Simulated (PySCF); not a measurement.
**Dipole response of Sn⁻ (tin, charge -1)**

[Kr] 4d10 5s2 5p3, high-spin 4S determinant. Computed with PySCF 2.14 in def2-QZVPPD with the def2 core potential (28 electrons), with a scalar-relativistic core potential. Coupled (time-dependent) response in atomic units; α is the mean over directions.

```json
{"method": "UHF", "mean α (bohr³)": "155.0", "C₆ (like pair)": "2545", "S(−4)": "11820"}
{"method": "wB97X-V", "mean α (bohr³)": "160.2", "C₆ (like pair)": "2579", "S(−4)": "14150"}
```

S(−4) is the Cauchy moment in α(ω) = α(0) + S(−4) ω² + …

α(iu) at UHF:

```json
{"u (hartree)": "0", "α(iu) (bohr³)": "155.0"}
{"u (hartree)": "0.0500", "α(iu) (bohr³)": "131.9"}
{"u (hartree)": "0.100", "α(iu) (bohr³)": "96.98"}
{"u (hartree)": "0.200", "α(iu) (bohr³)": "54.27"}
{"u (hartree)": "0.300", "α(iu) (bohr³)": "34.12"}
{"u (hartree)": "0.500", "α(iu) (bohr³)": "17.21"}
{"u (hartree)": "0.750", "α(iu) (bohr³)": "9.607"}
{"u (hartree)": "1.00", "α(iu) (bohr³)": "6.364"}
{"u (hartree)": "1.50", "α(iu) (bohr³)": "3.620"}
{"u (hartree)": "2.00", "α(iu) (bohr³)": "2.438"}
{"u (hartree)": "3.00", "α(iu) (bohr³)": "1.370"}
{"u (hartree)": "5.00", "α(iu) (bohr³)": "0.6173"}
```

A single London oscillator, α(iu) = α/(1 + u²/ω²), gives C₆ = (3/4) ω α². Matching the computed C₆ needs ω = 4 × 2545 / (3 × 155.0²) = 0.141 hartree.

For an ion, C₆ is the dispersion term alone; charge-induced terms of lower order in 1/R come first.

Energies and moments cover only the electrons outside the core potential.
